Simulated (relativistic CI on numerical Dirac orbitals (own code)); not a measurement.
## How well does a small relativistic CI reproduce Nb²⁺?

Method of calculation: Dirac-Coulomb-Breit CI, KLI orbitals optimised for each configuration, QED by a radiative potential, valence Slater integrals scaled by 0.85, P86 correlation estimate, and configurations built on the next ion tied to the tabulated ionisation energy (semi-empirical) (own radial code, finite nucleus).

Configurations in the expansion (outside the closed core [Kr]): 4d3, 4d2.5s, 4d2.5p, 4d2.5d, 4d2.6s, 4d2.4f, 4d2.5f, 4d.5s2, 4d.5s.5p, 4d2.6p, 4d.4f2, 4d2.6d, 4d.5p2, 4d2.5g, 4d.5s.6s, 4d2.6f, 4d2.6g, 4d.4f.5s, 4d.5p.6s. Levels of other configurations are missing.

| Configuration | Term (tabulated) | J | Measured (cm⁻¹) | Computed | Error | Purity (%) |
| --- | --- | --- | --- | --- | --- | --- |
| 4d3 | 4F | 3/2 | 0.0 | 0 | 0 | 99 |
| 4d3 | 4F | 5/2 | 515.8 | 446 | -70 | 100 |
| 4d3 | 4F | 7/2 | 1176.6 | 1029 | -148 | 100 |
| 4d3 | 4F | 9/2 | 1939.0 | 1716 | -223 | 99 |
| 4d3 | 4P | 3/2 | 8607.5 | 9347 | 740 | 82 |
| 4d3 | 4P | 1/2 | 8664.3 | 9346 | 682 | 91 |
| 4d3 | 2G | 7/2 | 9236.1 | 9914 | 678 | 99 |
| 4d3 | 4P | 5/2 | 9593.7 | 10155 | 561 | 99 |
| 4d3 | 2G | 9/2 | 9804.5 | 10439 | 634 | 92 |
| 4d3 | 2H | 9/2 | 12916.4 | 13570 | 654 | 93 |
| 4d3 | 2D | 5/2 | 13094.0 | 13981 | 887 | 96 |
| 4d3 | 2H | 11/2 | 13263.8 | 13915 | 651 | 100 |
| 4d3 | 2F | 7/2 | 19861.0 | 21218 | 1357 | 94 |
| 4d3 | 2F | 5/2 | 19975.0 | 21339 | 1364 | 93 |
| 4d2.5s | 4F | 3/2 | 25220.2 | 28661 | 3441 | 99 |
| 4d2.5s | 4F | 9/2 | 27373.5 | 30631 | 3257 | 100 |
| 4d2.5s | 2F | 5/2 | 33658.0 | 37677 | 4019 | 86 |
| 4d2.5s | 4P | 1/2 | 34514.5 | 38511 | 3997 | 100 |
| 4d2.5s | 4P | 3/2 | 34807.2 | 38773 | 3966 | 97 |
| 4d2.5s | 2F | 7/2 | 35079.2 | 38997 | 3918 | 92 |
| 4d2.5s | 2D | 3/2 | 36535.7 | 40652 | 4117 | 92 |
| 4d2.5s | 2G | 9/2 | 40875.2 | 44885 | 4010 | 99 |
| 4d2.5s | 2G | 7/2 | 40943.9 | 44949 | 4005 | 98 |

Measured levels from measured levels as listed in Shadmi, J. Res. Natl. Bur. Stand. 70A, 435 (1966); pairs were made by configuration, J and term (by order where the table uses no LS term), so strongly mixed levels may be paired wrongly.

Mean error by configuration (cm⁻¹): 4d3 598; 4d2.5s 3859. Over the excited levels the mean absolute error is 1972 cm⁻¹ (22 of the 24 excited levels that our extract of the source holds in range could be paired, and the others can miss by more), and the median relative error of those above 1,000 cm⁻¹ is 9.8 %. Some levels of the ground configuration have no partner.
